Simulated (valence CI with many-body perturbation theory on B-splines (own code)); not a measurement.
# E1 line list for Ne3+

Calculated by relativistic CI+MBPT: five valence electrons over a frozen Dirac-Fock core [He], radial functions for each j: 9 s, 9 p, 8 d, 6 f, 3 g, 1 h, with the one-electron correlation potential Σ1 (screened to all orders), the two-electron term Σ2, the three-electron term Σ3, Breit, model QED; selected single and double excitations, second order for the rest, scaled by the run's own slope (own B-spline code, finite nucleus).

Set against measurement, 12 paired levels are off by 131 cm⁻¹ on average, the worst by 211. These come from a selection out of Moore, Atomic Energy Levels, vol. I, NSRDS-NBS 35 (1971 reprint of NBS Circular 467, 1949), an old analysis. Levels without a partner in it may be off by more. Among the levels kept, up to 1300 cm⁻¹ of a level comes from second order outside the variational space, and about a tenth of that is noise between levels of different J, which matters for small intervals.

Lines 101 to 150 of 277 in falling wavelength, among levels below 596493 cm⁻¹, chosen from the strongest by gf and those to the six lowest levels. Wavelengths and rates use the calculated energies, so an error of 100 cm⁻¹ moves a line at 54.37 nm by 0.054 % and its rate by three times that or more. Electric multipoles are in the length gauge, E1 and E2 with the static RPA response of the core. Weak lines are less certain than strong ones. Lines between different terms over intervals too small for the method are left out, as are lines whose strength nearly cancels. Where a level lies close to another of its J and parity, the split of strength between their lines is uncertain. The highest levels of a list are the least certain.

Names give the largest LS component (configuration and term), which can be under half, so a name can repeat, a term be missing and a line seem to break the LS rules; names also repeat where a configuration has a term twice. Letters in brackets count levels of one name in rising energy.

```
λ vac (nm)  λ from measured levels                   Upper                   Lower   A (s⁻¹)  S (a.u.)
     177.5                               2s2 2p2 3d 4D_1/2      2s2 2p2 3p 4D°_1/2  4.82e+07  2.66e-01
     177.2                               2s2 2p2 3d 2D_3/2  2s2 2p2 3p 2D°_3/2 [a]  1.39e+08  1.53e+00
     174.3                               2s2 2p2 3d 4P_5/2      2s2 2p2 3p 4D°_7/2  1.34e+07  2.10e-01
     164.1                               2s2 2p2 3d 2P_3/2      2s2 2p2 3p 2S°_1/2  4.20e+08  3.67e+00
     163.1                               2s2 2p2 3d 2P_1/2      2s2 2p2 3p 2S°_1/2  3.11e+08  1.33e+00
     161.7                               2s2 2p2 3d 4D_3/2      2s2 2p2 3p 2S°_1/2  2.23e+07  1.86e-01
     161.5                               2s2 2p2 3d 4D_1/2      2s2 2p2 3p 2S°_1/2  1.19e+08  4.96e-01
     138.7                          2s2 2p2 3p 2D°_5/2 [b]       2s2 2p2 3s 2P_3/2  2.44e+08  1.93e+00
     138.5                          2s2 2p2 3p 2D°_3/2 [b]       2s2 2p2 3s 2P_3/2  2.97e+07  1.56e-01
     137.2                          2s2 2p2 3p 2D°_3/2 [b]       2s2 2p2 3s 2P_1/2  2.09e+08  1.07e+00
     128.3                          2s2 2p2 3p 2P°_1/2 [b]       2s2 2p2 3s 2P_3/2  1.00e+08  2.08e-01
     127.8                          2s2 2p2 3p 2P°_3/2 [b]       2s2 2p2 3s 2P_3/2  2.41e+08  9.94e-01
     127.1                          2s2 2p2 3p 2P°_1/2 [b]       2s2 2p2 3s 2P_1/2  1.83e+08  3.71e-01
     126.7                          2s2 2p2 3p 2P°_3/2 [b]       2s2 2p2 3s 2P_1/2  3.82e+07  1.53e-01
     97.16                          2s2 2p2 3p 2P°_3/2 [c]       2s2 2p2 3s 2P_3/2  5.74e+07  1.04e-01
     92.42                               2s 2p3 3s 4S°_3/2       2s2 2p2 3s 4P_5/2  1.25e+08  1.95e-01
     91.93                               2s 2p3 3s 4S°_3/2       2s2 2p2 3s 4P_3/2  8.50e+07  1.30e-01
     82.51                                   2s 2p4 4P_5/2         2s2 2p3 2P°_3/2  2.43e+04  4.04e-05
     82.10                                   2s 2p4 4P_3/2         2s2 2p3 2P°_3/2  3.49e+04  3.81e-05
     82.09                                   2s 2p4 4P_3/2         2s2 2p3 2P°_1/2  1.89e+02  2.06e-07
     81.88                                   2s 2p4 4P_1/2         2s2 2p3 2P°_3/2  1.05e+03  5.70e-07
     81.88                                   2s 2p4 4P_1/2         2s2 2p3 2P°_1/2  1.31e+04  7.09e-06
     70.21                                   2s 2p4 4P_5/2         2s2 2p3 2D°_3/2  5.80e+03  5.95e-06
     70.19                                   2s 2p4 4P_5/2         2s2 2p3 2D°_5/2  4.33e+04  4.43e-05
     69.91                                   2s 2p4 4P_3/2         2s2 2p3 2D°_3/2  8.79e+03  5.93e-06
     69.89                                   2s 2p4 4P_3/2         2s2 2p3 2D°_5/2  2.40e+03  1.62e-06
     69.76                                   2s 2p4 4P_1/2         2s2 2p3 2D°_3/2  4.13e+03  1.38e-06
     60.96                                     2p5 2P°_3/2           2s 2p4 2P_1/2  6.52e+08  2.92e-01
     60.69                                     2p5 2P°_3/2           2s 2p4 2P_3/2  3.39e+09  1.50e+00
     60.60                                     2p5 2P°_1/2           2s 2p4 2P_1/2  2.76e+09  6.06e-01
     60.34                                     2p5 2P°_1/2           2s 2p4 2P_3/2  1.41e+09  3.05e-01
     54.37                   54.39           2s 2p4 4P_5/2         2s2 2p3 4S°_3/2  1.76e+09  8.37e-01
     54.19                   54.21           2s 2p4 4P_3/2         2s2 2p3 4S°_3/2  1.78e+09  5.58e-01
     54.09                   54.11           2s 2p4 4P_1/2         2s2 2p3 4S°_3/2  1.79e+09  2.79e-01
     54.02                                     2p5 2P°_3/2           2s 2p4 2S_1/2  3.00e+08  9.35e-02
     52.18                                   2s 2p4 2D_5/2         2s2 2p3 2P°_3/2  5.91e+08  2.48e-01
     52.17                                   2s 2p4 2D_3/2         2s2 2p3 2P°_3/2  6.58e+07  1.84e-02
     52.17                                   2s 2p4 2D_3/2         2s2 2p3 2P°_1/2  4.69e+08  1.31e-01
     46.97                                   2s 2p4 2D_5/2         2s2 2p3 2D°_3/2  2.44e+08  7.50e-02
     46.97                                   2s 2p4 2D_3/2         2s2 2p3 2D°_3/2  3.83e+09  7.83e-01
     46.96                                   2s 2p4 2D_5/2         2s2 2p3 2D°_5/2  3.90e+09  1.20e+00
     46.96                                   2s 2p4 2D_3/2         2s2 2p3 2D°_5/2  3.98e+08  8.13e-02
     46.23                          2s2 2p2 3p 2P°_3/2 [a]           2s 2p4 2P_3/2  2.08e+08  4.07e-02
     43.33                                     2p5 2P°_3/2           2s 2p4 2D_3/2  7.20e+08  1.16e-01
     43.32                                     2p5 2P°_3/2           2s 2p4 2D_5/2  6.18e+09  9.91e-01
     43.15                                     2p5 2P°_1/2           2s 2p4 2D_3/2  6.88e+09  5.45e-01
     42.13                                   2s 2p4 2S_1/2         2s2 2p3 2P°_3/2  6.27e+09  4.63e-01
     42.13                                   2s 2p4 2S_1/2         2s2 2p3 2P°_1/2  3.35e+09  2.47e-01
     39.31                                   2s 2p4 2D_5/2         2s2 2p3 4S°_3/2  1.74e+03  3.13e-07
     39.30                                   2s 2p4 2D_3/2         2s2 2p3 4S°_3/2  2.71e+02  3.24e-08
```
